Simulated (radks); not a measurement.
Results of a calculation; reference values are marked as such.
Question: The manganese ion Mn2+, [Ar] 3d5. Level of theory: non-relativistic Kohn-Sham, PBE, spin-polarised, spherical densities, point nucleus (a radial shooting solver on a logarithmic mesh with Libxc functionals). Every spin shell is full or empty, so the densities are truly spherical. Functionals are evaluated on that one density, not self-consistently. Rank these orbital-free kinetic functionals by their error against the exact value of the orbitals, and give that value: Thomas-Fermi, von Weizsacker, TF + vW/9, LC94, revAPBEK, Perdew 92, Thakkar, Pearson, LKT, PG1, DePristo-Kress.

Answer: Exact: 1149.01 hartree. From best to worst, with 100 (|E| - |E exact|)/|E exact| (equal figures are ties): LC94 -0.01, DePristo-Kress -0.08, revAPBEK +0.37, Thakkar -0.38, Perdew 92 -0.74, TF + vW/9 -0.76, Pearson -1.33, Thomas-Fermi -6.62, PG1 +20.34, LKT +25.50, von Weizsacker -47.23.
